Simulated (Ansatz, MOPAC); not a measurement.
Species: chloro(difluoro)methane, CHClF$_{2}$, charge 0, multiplicity 1. SMILES: FC(F)Cl
Geometry from a B3LYP-D3(BJ)/def2-TZVP (Ansatz, a quantum-chemistry and plane-wave program) optimisation:
```xyz
5

F     -0.9293     1.1547    -0.2887
C     -0.4772     0.0446     0.3178
F     -1.0941    -1.0146    -0.2314
Cl     1.2802    -0.0951     0.0818
H     -0.6909     0.0890     1.3835
```

Quantity: enthalpy of formation at 298 K, in kcal/mol. Terms: 6-311+G** with 5d, 6d on Na to Ar in Ansatz; valence correlation only; six Cartesian d functions in 6-31G* and its kin unless marked 5d; spin-orbit terms left out; non-relativistic; UHF or UKS for open shells; dispersion terms only where a functional's name holds one. Basis-set limits of correlation are two-point, X^-3; Hartree-Fock from the larger set. [CCSD(T)-MP2]/basis is that difference in the basis named. Ab initio and DFT rows: single points at B3LYP-D3(BJ) geometries (Ansatz), with unscaled harmonic terms from B3LYP/6-31G* (Ansatz) at its own minima, enthalpies of formation by atomisation with measured atoms. Semi-empirical rows: MOPAC heats of formation at their own minima for 298 K.

Measured values: Active Thermochemical Tables 1.112 (ions: stationary electron), as tabulated in the package chemicals; they hold spin-orbit and core effects, anharmonicity. 

Value to compare with, the measured value: -115.4 kcal/mol.

| level | program | enthalpy of formation at 298 K (kcal/mol) | error |
|---|---|---|---|
| AM1 | MOPAC | -114.3 | 1.1 |
| HF/STO-3G | Ansatz | 17.1 | 132.5 |
| PBE/3-21G | Ansatz | -115.3 | 0.1 |
| PBE/6-31G* | Ansatz | -140.7 | -25.3 |
| PBE/def2-SVP | Ansatz | -144.3 | -28.9 |
| PBE/6-311+G** | Ansatz | -129.2 | -13.8 |
| BLYP/6-31G* | Ansatz | -120.6 | -5.2 |
| B3LYP/3-21G | Ansatz | -82.9 | 32.5 |
| B3LYP/6-31G* | Ansatz | -112.5 | 2.9 |
| B3LYP/6-31+G* | Ansatz | -103.6 | 11.8 |
| PBE0/6-31G* | Ansatz | -119.3 | -3.9 |
| PBE0/6-311+G** | Ansatz | -111.2 | 4.2 |
| MP2/STO-3G | Ansatz | -34.7 | 80.7 |
| MP2/6-311+G** | Ansatz | -101.5 | 13.9 |
| PBE0/def2-TZVPD | Ansatz | -118.1 | -2.7 |
| RI-MP2/CBS(aug-cc-pV(T+d)Z,aug-cc-pV(Q+d)Z)+[CCSD(T)-MP2]/aug-cc-pV(T+d)Z | Ansatz | -117.4 | -2.0 |

Among the 14 habitual levels, HF/STO-3G lies farthest from the measured value (132.5 kcal/mol); 9 of 14 lie above it, and their mean absolute error is 25.5 kcal/mol, the median 12.8. One case shows no general order.

The levels are drawn from those run, B3LYP/6-31G* more often than the rest, none by its result; left out are runs that failed, that the program found above a lower state of the same kind, or whose <S^2> lies over 0.5 above the pure value.
